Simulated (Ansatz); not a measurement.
`CSB(F)F` + H₂O → `OB(F)F` + CH₃SH  (formal hydrolysis of a B–S bond)

Calculated with Ansatz (gas phase, PBE0-D4/def2-TZVP geometries, no zero-point term in ΔE). CCSD(T)/CBS adds triple-zeta CCSD(T) − MP2 to the extrapolated MP2 energy (def2 sets, frozen cores). This one scheme is used for every species. Functionals use def2-TZVPP. One conformer a species, not always the lowest.

| level | ΔE (eV) |
| --- | --- |
| B2PLYP | -0.71 |
| BHLYP | -0.80 |
| CCSD(T)/def2-SVP | -0.86 |
| CCSD/CBS(def2) | -0.68 |

Question: What does CCSD(T)/CBS give? (Estimate.)

Answer: The calculation gave: -0.64 eV. The listed levels differ from it by -0.07, -0.16, -0.22, -0.04 eV.

Question: What do rigid-rotor, harmonic-oscillator terms from PBE0-D4/def2-TZVP frequencies (298.15 K, 1 bar) make of the CCSD(T)/CBS value? (Best estimate.)

Answer: Ansatz gave: ΔZPE = +0.01 eV, ΔH = -0.67 eV, ΔS = 6 J/(mol·K), ΔG = -0.68 eV.

Largest T1 diagnostic among the species: 0.012.

Leaving LDA and LC-ωPBE aside and taking each functional with its dispersion term where it has one, the values, not all of them listed here, spread over 0.22 eV, from BHLYP-D4 to revPBE-D4. LDA lies −0.03 eV from PBE without D4. From r2SCAN to r2SCAN0 (25 % exact exchange), in def2-TZVPP and without D4, ΔE moves by −0.04 eV. The D4 term adds +0.06 eV with B3LYP and +0.03 eV with PBE0; it sums over pairs of atoms, weighted by their polarisabilities, and B3LYP, whose exchange is more repulsive, gets the larger term.

B3LYP here is the variant with VWN-RPA as its local correlation; programs differ in this.
